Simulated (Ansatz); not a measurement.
Reactions of C₂H₆O₃ (`CC(O)(O)O`).

Program: Ansatz. Geometries: PBE0-D4/def2-TZVP. ΔE: electronic, gas phase. CCSD(T)/CBS adds triple-zeta CCSD(T) − MP2 to the extrapolated MP2 energy (def2 sets, frozen cores). This one scheme is used for every species. DFT in def2-TZVPP. def2 core potentials past Kr. For I, Se, Sn, Te outer-core shells are correlated without core-valence functions, which leaves a few kJ/mol of doubt a bond. Scalar relativity is left out up to krypton. One conformer a species, not always the lowest.

| reaction | HF/CBS(def2) (kcal/mol) | ωB97X-V (kcal/mol) | PBE0-D4 (kcal/mol) | CCSD(T)/CBS(def2) (kcal/mol) |
| --- | --- | --- | --- | --- |
| `CC(O)(O)O` + HCl → `OC(O)(O)Cl` + CH₄ | 3.6 | 2.3 | 0.5 | 4.0 |
| `CC(O)(O)O` + H–F → `CC(O)(O)F` + H₂O | -6.6 | -5.1 | -4.5 | -3.5 |
| `CC(O)(O)O` + H₂Te → `CC(O)(O)[TeH]` + H₂O | 12.4 | 7.3 | 4.0 | 2.0 |
| `CC(O)(O)O` + `[SeH][SnH3]` → `C[Se][SnH3]` + `OC(O)O` | 6.5 | 6.8 | 5.7 | 6.2 |
| `CC(O)(O)O` + HI → `OC(O)(O)I` + CH₄ | 6.7 | 3.7 | -0.4 | 2.8 |

Largest T1 diagnostic: 0.012, for `CC(O)(O)[TeH]`.
